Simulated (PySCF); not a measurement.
GeH₃O₃, SMILES [OH][Ge]([OH])[OH] (connectivity only; charge and spin as stated), charge +1, multiplicity 1.

Geometry optimised at PBE-D3(BJ)/def2-SVP. The multiplicity is an assumed one; other spin states were not compared. The isomer is the one that the SMILES or the coordinates give; other isomers of the formula were not compared. Other conformers were not sampled.

Two levels are set side by side: TDDFT-PBE/def2-SVPD (PySCF) and TDDFT-LC-ωPBE/def2-SVPD (PySCF). Vertical, same geometry. The lowest singlet is HOMO→LUMO 100 % with PBE and HOMO→LUMO 90 % with the other functional; states are paired by order. Differences are taken from unrounded values.

```tsv
quantity	TDDFT-LC-ωPBE
lowest singlet excitation (eV)	6.67
lowest triplet excitation (TDA) (eV)	6.10
first bright state (f over 0.05) (eV)	8.21
its oscillator strength	0.09
```

Problem. What does TDDFT-PBE give, and how far is it from TDDFT-LC-ωPBE? (Estimate from the structure and the level; the computed values follow.)

Solution. 
```csv
quantity,TDDFT-PBE,TDDFT-PBE minus TDDFT-LC-ωPBE
lowest singlet excitation (eV),5.16,-1.51
lowest triplet excitation (TDA) (eV),4.78,-1.32
first bright state (f over 0.05) (eV),7.29,-0.92
its oscillator strength,0.12,0.03
```

Functionals without exact exchange tend to place singlet excitations lower, as here. Differences between two approximate levels are no errors against the true value.
